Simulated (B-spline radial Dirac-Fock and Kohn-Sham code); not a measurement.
**Cs 5s: cross section and angular parameters**

System: atomic cesium, configuration 1s2 2s2 2p6 3s2 3p6 3d10 4s2 4p6 4d10 5s2 5p6 6s1; threshold 30.49 eV (orbital energy of the model). Level of theory: Dirac-Hartree-Slater photoionisation with a Latter tail; cross sections with all multipoles, angular parameters from the dipole term and its interference with E2; a radial finite-basis atomic code.

```csv
hν (eV),σ (kb),β,γ
65.2,140,1.850,-0.032
66.7,140,1.856,-0.020
70.6,138,1.871,0.006
80,132,1.894,0.058
97.5,117,1.919,0.123
100,114,1.921,0.130
114,102,1.932,0.163
356,24.8,1.971,0.314
400,21.0,1.972,0.315
800,7.17,1.980,0.246
805,7.10,1.980,0.245
895,5.97,1.981,0.223
954,5.37,1.981,0.208
1200,3.64,1.983,0.149
1590,2.23,1.985,0.067
1910,1.61,1.985,0.013
2000,1.48,1.986,0.000
2340,1.11,1.986,-0.041
2800,0.796,1.987,-0.079
3480,0.529,1.987,-0.107
4270,0.358,1.988,-0.107
5414.7,0.225,1.988,-0.063
5760,0.199,1.988,-0.043
7310,0.123,1.988,0.074
7750,0.109,1.988,0.112
7770,0.109,1.988,0.113
8220,?,?,?
12000,0.0436,1.988,0.528
12900,0.0373,1.988,0.621
15000,0.0268,1.988,0.835
```

Question: Give the values at 8220 eV.

Answer: σ = 0.0970 kb, β = 1.988, γ = 0.154. For an s subshell δ is negligible.

Values without a named source are computed, but for edge energies of neutral atoms, which are taken from tables.
